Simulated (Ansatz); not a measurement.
Geometry optimisation, RKS PBE0-D4/def2-SVP in Ansatz 0.2.0.

input.yaml

```yaml
crystal:
  periodic: [false, false, false]
  atoms:
    - { symbol: B, position_ang: [0.083936, -0.635856, -0.310746] }
    - { symbol: H, position_ang: [-0.139259, 0.392436, 1.848759] }
    - { symbol: Cl, position_ang: [1.58556, 0.240455, -0.574571] }
    - { symbol: Cl, position_ang: [-1.442518, 0.025168, -0.878125] }
    - { symbol: "N", position_ang: [0.111098, -1.952045, 0.328009] }
    - { symbol: H, position_ang: [-0.722629, -2.517349, 0.413267] }
    - { symbol: H, position_ang: [0.9776, -2.391942, 0.606856] }
    - { symbol: H, position_ang: [-0.137987, -0.324466, 1.893951] }
basis:
  gaussian: { orbitals: def2-SVP }
hamiltonian:
  xc: pbe0
  dispersion: d4
relax:
  f_tol: 0.03
  max_steps: 50
```

Command:

```bash
$ ansatz run input.yaml --threads 2 --pin off --max-ram 3072MiB --backend cpu --events-out ev --progress --plain --runs-dir out
```

Question: Where does it end, and by what steps?

Answer: The forces met the threshold. After 7 steps the energy has fallen by 0.343 eV; H2 moved furthest, 0.69 Å.

```
step  energy less start (eV)  largest force component (eV/Å)  accepted
   0                  0.0000                           2.494       yes
   1                 -0.2357                           0.839       yes
   2                 -0.3042                           0.424       yes
   3                 -0.3356                           0.283       yes
   4                 -0.3403                           0.142       yes
   5                 -0.3423                           0.104       yes
   6                 -0.3419                           0.209        no
   7                 -0.3428                           0.019       yes
```

```xyz
8
Properties=species:S:1:pos:R:3
B 0.114 -0.793 -0.533
H -0.214 0.705 2.461
Cl 1.615 0.099 -0.799
Cl -1.413 -0.113 -1.102
N 0.135 -2.019 0.118
H -0.706 -2.554 0.291
H 0.990 -2.435 0.461
H -0.205 -0.054 2.431
```

Whether the end is a true minimum wasn't checked by a vibrational analysis.

Time of the run: 11 s on 2 threads of Intel(R) Xeon(R) Platinum 8488C (Sapphire Rapids) (shared host), peak memory 0.18 GiB.
